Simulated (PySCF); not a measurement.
Mapped SMILES: `[CH3:1][O:2][C@@H:3]([SiH3:4])[C:5](=[C:6]=[O:7])[CH:8]=[O:9]`. Each H is labelled by its parent atom.

Level of theory: GFN2-xTB geometry, shielding tensors at PBE0/pcSseg-1 (GIAO), in PySCF 2.14.0 with density-fitted response routines (non-relativistic Hamiltonian, no solvent model, one averaged value for each set of equivalent atoms, one computed conformer).

Referencing at the same level of theory: ¹³C (σref 186.93), ¹H (σref 31.72), ²⁹Si (σref 349.16) vs TMS; ¹⁷O (σref 336.08) vs H2O.

| atoms | nucleus | count | δ (ppm) |
| --- | --- | --- | --- |
| C6 | ¹³C | 1 | ? |
| O2 | ¹⁷O | 1 | 32.0 |
| H(C8) | ¹H | 1 | ? |
| O9 | ¹⁷O | 1 | 644.8 |
| H(C1) | ¹H | 3 | ? |
| Si4 | ²⁹Si | 1 | -65.5 |
| C8 | ¹³C | 1 | 191.4 |
| H(Si4) | ¹H | 3 | ? |
| H(C3) | ¹H | 1 | 3.93 |
| C5 | ¹³C | 1 | 45.7 |
| O7 | ¹⁷O | 1 | 388.8 |
| C1 | ¹³C | 1 | 59.4 |
| C3 | ¹³C | 1 | 70.4 |

Question: Fill in the missing shifts.

Answer: 
- C6: 193.4 ppm, central carbon of a ketene
- H(C8): 9.51 ppm, hydrogen on an aldehyde carbonyl carbon; deshielded by the polar, anisotropic C=O bond
- H(Si4): 4.01 ppm, hydrogen on a silicon bonded to C
- H(C1): 3.55 ppm, hydrogen on a methyl carbon bonded to O; its carbon carries O, hence the downfield position

Shifts are as computed. Against solution values, carbons near 30 ppm lie about +3 ppm off and those near 130 ppm about +5 ppm. Of 1211 compounds with measured shifts, 218 miss one by over three times the rms of a fit or turn the order of signals round; such compounds aren't used in these exercises. Unscaled 17O shifts of doubly bonded oxygen tend to come out too high, by tens of ppm or more. Experimental scales use liquid or dissolved standards, which lie at an offset from isolated H2O (liquid H2O: subtract about 36 ppm).
